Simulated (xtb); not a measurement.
ethanol (C$_{2}$H$_{6}$O), singlet, at a GFN2-xTB geometry, atoms displaced at random by about 0.1 Å a coordinate. Base run: xtb 6.7.1 with GFN2-xTB.

Here is a job for xtb.
```
$ xtb mol.xyz --gfn 2 --opt --json

# file mol.xyz
9

C      1.13011520    -0.29224177     0.08822977
C      0.21554177     0.56923757    -0.05429217
O     -1.18984337    -0.24777757     0.00710837
H     -1.84256150     0.39631033    -0.03884737
H     -0.12797687     1.12121703     0.87383691
H      0.03780332     1.07597920    -0.77451967
H      2.36521507     0.10314215     0.03030196
H      1.29593991    -1.10709623     0.81637747
H      0.96155623    -1.08888233    -0.92668831
```

Variants of this job, named by their change:

```
change               ΔE vs base (µEh)  optimiser steps
-------------------  ----------------  ---------------
base                              0.0               13
opt level = sloppy               46.7                9
opt level = crude                 116                8
opt level = tight                -0.1               14
alpb = chcl3                    -6324               13
opt level = extreme              -0.3               18
engine = lbfgs                    1.2                -
alpb = ch2cl2                   -5512               13
opt level = loose                14.1               10
engine = inertial                39.2                -
```
